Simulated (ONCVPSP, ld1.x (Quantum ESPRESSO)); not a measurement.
**Potentials for tantalum compared**

Generated with ld1.x 7.5 (TM, RRKJ, ultrasoft, PAW), atompaw 4.2 or ONCVPSP 4.0.1. The cutoff is in Ry: for ld1.x and atompaw files where the sum of valence levels is converged to 10 mRy in a Bessel basis, for ONCV files where the hardest occupied wave has 1 mHa per electron of residual kinetic energy. The error is the largest all-electron minus pseudo excitation energy over each file’s own four to seven test configurations (ionisations up to +4, promotions, holes and added fractions of an electron), all of which were solved. The labels leave out finer settings (local radius, basis sizes, second energies), which also bear on the numbers. Spin-polarised tests are not counted. The rows are a selection from randomly drawn settings: files with unsolved tests, undetermined cutoffs or missed reference levels are left out.

A true bound ghost makes a file unfit for plane-wave use even where its test errors are small: the radial tests pick states by their node count and pass the ghost by.

| potential | cutoff (Ry) | largest error (meV) | bound ghosts |
| --- | --- | --- | --- |
| ONCV, PBE, scalar-relativistic, rc 2.15/2.05/2.30 (spd), local smoothed, core correction no, reference 5s2 5p6 5d3 6s1, qcut 5.1/6.3/5.5, projectors 2/1/2 | 22 | +63 | none |
| ONCV, LDA (Perdew-Wang 92), scalar-relativistic, rc 1.70/1.85/2.55 (spd), local smoothed, core correction yes, reference 5s2 5p6 5d3 6s2, qcut 8.6/6.6/6.4, projectors 2/1/1 | 46 | -291 | none |
| ONCV, PBE, non-relativistic, rc 2.20/1.55/2.55 (spd), local smoothed, core correction no, reference 5s2 5p6 5d3 6s2, qcut 7.1/5.6/6.8, projectors 2/2/2 | 43 | +11 | none |
| TM, PBE, scalar-relativistic, rc 2.45/2.40/2.30 (spd), local smoothed, core correction yes, reference 5d2 6s0 6p0 | 25 | -353 | s, p |

(1) Fill in the row for Ta: ONCV, PBE, scalar-relativistic, rc 2.10/2.05/2.95 (spd), local smoothed, core correction yes, reference 5s2 5p6 5d3 6s2, qcut 4.8/6.6/4.2, projectors 2/2/2.

(2) Fill in the row for Ta: ONCV, PBE, scalar-relativistic, rc 1.25/1.50/1.80 (spd), local smoothed, core correction yes, reference 5s2 5p6 5d2, qcut 6.6/7.8/5.9, projectors 2/1/2.

(3) Fill in the row for Ta: ONCV, PBEsol, scalar-relativistic, rc 1.95/1.95/2.40 (spd), local smoothed, core correction no, reference 5s2 5p6 5d3 6s2, qcut 6.5/7.2/5.4, projectors 2/3/3.

Results:

(1) cutoff 22 Ry, largest error -33 meV, bound ghosts: none.

(2) cutoff 49 Ry, largest error +62 meV, bound ghosts: none.

(3) cutoff 28 Ry, largest error -7.9 meV, bound ghosts: none.
